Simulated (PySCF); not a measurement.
# Computed data sheet: `C=C(CN)[Si@H](N)F`

Compound: C₃H₉FN₂Si.
Atom-mapped SMILES: `[CH2:1]=[C:2]([CH2:3][NH2:4])[Si@H:5]([NH2:6])[F:7]` (hydrogens: H8, H9 on C1; H10, H11 on C3; H12, H13 on N4; H14 on Si5; H15, H16 on N6)

Cartesian coordinates in Å at the GFN2-xTB level; atoms count from 1:
```xyz
16
C3H9FN2Si angstrom
C     -0.256   -0.276    1.492
C     -0.189    0.104    0.223
C     -1.410    0.165   -0.669
N     -2.689   -0.190   -0.089
Si     1.447    0.626   -0.557
N      2.605   -0.605   -0.265
F      2.063    1.900    0.222
H     -1.180   -0.563    1.976
H      0.623   -0.313    2.113
H     -1.243   -0.496   -1.528
H     -1.500    1.183   -1.064
H     -2.657   -1.138    0.274
H     -2.904    0.432    0.684
H      1.280    1.125   -1.919
H      2.419   -1.555   -0.536
H      3.583   -0.389   -0.369
```

Among its groups: C=C double bond, amine, Si–H bond and C–Si bond.

**GFN2-xTB geometry**

* Point group of the GFN2-xTB geometry: C1
* Rotational constants A, B, C of the GFN2-xTB geometry: 3.985, 1.127, 1.098 GHz

**B3LYP/def2-SVPD ground state and vertical TDDFT (core frozen in the response) (PySCF)**

* Dipole moment: 2.22 D
* HOMO energy: -6.82 eV
* LUMO energy: -0.81 eV
* HOMO–LUMO gap: 6.01 eV
* Lowest singlet excitation: 5.00 eV (248 nm, f = 0.000)
* Strongest line among the 8 lowest singlet transitions: S5 at 6.59 eV (188 nm, f = 0.129)
* Lowest triplet excitation (Tamm–Dancoff): 4.25 eV
* Static isotropic polarisability: 78.1 au
* Electronic spatial extent ⟨r²⟩ about the centre of nuclear charge: 1153 bohr²

PBE0/pcSseg-1 ground state and GIAO shieldings, non-relativistic (PySCF):

* Lowest Hirshfeld atomic charge: -0.32 e on N6
* Highest Hirshfeld atomic charge: +0.45 e on Si5
* 13C chemical shifts (computed TMS as zero) by class: 161.0 (C2), 130.5 (C1), 51.7 (C3) ppm
* 1H chemical shifts (computed TMS as zero) by class: 6.33 (H9), 6.26 (H8), 5.31 (H14), 3.55 (H11), 3.36 (H10), 0.60 (H15/H16), 0.52 (H12/H13) ppm
* Isotropic shieldings of nuclei other than C and H, by class: 241 (N4), 243 (N6), 353 (F7), 362 (Si5) ppm
* Mayer bond orders between heavy atoms: C1–C2 1.99, C2–C3 0.98, C3–N4 1.07, C2–Si5 0.82, Si5–N6 1.06, Si5–F7 0.94

Monoisotopic mass (most abundant isotopes): 120.0519 u.

The largest Löwdin shares of the HOMO are 0.58 on N4, 0.10 on C2, 0.09 on C3 and 0.06 on H12. With B = h/(8π²I), that is 505.379 GHz u Å² over I, the principal moments of inertia are 126.8, 448.3 and 460.2 u Å² (most abundant isotopes); the inertial defect Ic − Ia − Ib is -114.9 u Å² (zero for a rigid planar frame, negative otherwise). The vertical singlet–triplet gap S1 − T1 is 0.75 eV (TDDFT singlet less Tamm–Dancoff triplet; S1: HOMO→LUMO, weight 0.99; T1: HOMO−1→LUMO, weight 0.58, beside HOMO−2→LUMO, weight 0.33). The polarisability is 11.58 Å³ as a volume (1 au = 0.148185 Å³), or 1.22 au for each of the 64 electrons. The rotational constants make it an asymmetric top with κ = (2B − A − C)/(A − C) = -0.98, nearer the prolate limit (−1).

The structure is a single GFN2-xTB conformer in the gas phase; no vibrational or solvent corrections. GFN2-xTB frequencies show an imaginary mode (25i cm⁻¹), so this geometry is no minimum at that level. NMR classes are plain means over equivalent atoms (diastereotopic ones count apart unless rotation or inversion swaps them), as if these changed places fast; in this geometry the members of some classes differ.

For the NMR shielding job (PBE0/pcSseg-1), time: 45 s; peak memory 0.77 GiB. Hardware: an Arm Neoverse N1 with one thread, no GPU, shared host with 64 logical CPUs at a one-minute load of 60.
